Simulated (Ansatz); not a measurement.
Wavefunction ladder for C3H6AlCl, SMILES `C=C[CH2][AlH][Cl]`

Z-matrix (Å, degrees):
```
Al
Cl 1 2.114
C 1 2.240 2 123.2
C 1 2.539 2 98.1 3 21.8
C 1 1.986 2 115.2 3 -45.3
H 1 1.571 2 119.4 3 143.9
H 3 1.089 1 114.3 2 161.5
H 4 1.082 1 128.6 2 107.4
H 4 1.087 1 87.0 2 -15.3
H 5 1.090 1 106.7 2 -0.9
H 5 1.084 1 123.5 2 -134.3
```

The species carries charge 0 and has multiplicity 1. All single points use the PBE0-D4/def2-TZVP geometry. It is one conformer, not always the lowest. Frozen core, restricted reference, Ansatz. CBS rows extrapolate triple and quadruple zeta; past MP2 they add the triple-zeta difference.

| basis | HF (Eh) | MP2 corr. | CCSD corr. | (T) | CCSD(T) total |
| --- | --- | --- | --- | --- | --- |
| def2-SVP | -818.25458 | -0.60714 | -0.66108 | -0.02119 | -818.93685 |
| def2-TZVPP | -818.62627 | -0.76905 | -0.81946 | ? | ? |
| def2-QZVPP | -818.65132 | ? | – | – | – |
| CBS(def2) | -818.65477 | ? | ? | as TZ | ? |

Task: Fill in the withheld values. (An estimate is asked.)

Result: Computed: def2-TZVPP (T): -0.03630; def2-TZVPP CCSD(T) total: -819.48203; def2-QZVPP MP2 corr.: -0.82645; CBS(def2) MP2 corr.: -0.86897; CBS(def2) CCSD corr.: -0.91938; CBS(def2) CCSD(T) total: -819.61045.
